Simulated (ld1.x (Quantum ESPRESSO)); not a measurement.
# Which change was made? (Pb, TM)

lead, norm-conserving Troullier–Martins (Kleinman–Bylander form), made with ld1.x (Quantum ESPRESSO) 7.5 (PBEsol, scalar-relativistic). Core [Xe] 4f14 5d10, reference 6s2 6p1 (charge +1). Waves: 6p (bound): rc 2.75 bohr; 6s (bound): rc 1.45 bohr. Local part: the s channel. Core correction: none.

Cutoffs, loose and tight: the cutoffs (Ry, on a coarse ladder) from which the occupation-weighted sum of valence levels, in a spherical-Bessel basis at the reference potential, stays within 10 and 1 mRy of its value at 400 Ry. They do not see the model core or the augmentation charge, which bear on the density cutoff. Test errors are all-electron minus pseudo excitation energies from the reference, over the configurations 6s2 6p2; 6s2 6p0; 6s1 6p0; 6s1 6p3; 6s0 6p4; 6s2 6p1.5; 6s2 6p2.3; variants that change the core or the reference have their own tests.

The base gives: outcome: generated; cutoff, loose: 90 Ry; cutoff, tight: 180 Ry; bound ghosts: d; largest test error (meV): +191.

(1) After one change the result is: outcome: generated; cutoff, loose: 90 Ry; cutoff, tight: 180 Ry; bound ghosts: d; largest test error (meV): -414. Which change was it?
A. reference 6s2 6p2
B. wave 6p (bound): rc 2.75 bohr becomes 6p (bound): rc 3.30 bohr
C. type RRKJ; local potential the p channel; rho0 0.005
D. core [Xe] 4f14, valence charge 14; reference 5d10 6s2 6p2; waves now 6p (bound): rc 1.85 bohr; 5d (bound): rc 0.55 bohr; 6s (bound): rc 1.60 bohr; core correction Bessel-smoothed model core inside 0.35 bohr
E. core correction a·sin(br)/r model core inside 1.40 bohr

Answers

(1) E. The others give: reference 6s2 6p2 → outcome: generated; cutoff, loose: 90 Ry; cutoff, tight: 180 Ry; bound ghosts: none; largest test error (meV): +123 | type RRKJ; local potential the p channel; rho0 0.005 → outcome: failed: compute_chi: n is too large | wave 6p (bound): rc 2.75 bohr becomes 6p (bound): rc 3.30 bohr → outcome: generated; cutoff, loose: 90 Ry; cutoff, tight: 180 Ry; bound ghosts: d; largest test error (meV): +253 | core [Xe] 4f14, valence charge 14; reference 5d10 6s2 6p2; waves now 6p (bound): rc 1.85 bohr; 5d (bound): rc 0.55 bohr; 6s (bound): rc 1.60 bohr; core correction Bessel-smoothed model core inside 0.35 bohr → outcome: failed: the pseudo-atom did not reach self-consistency.
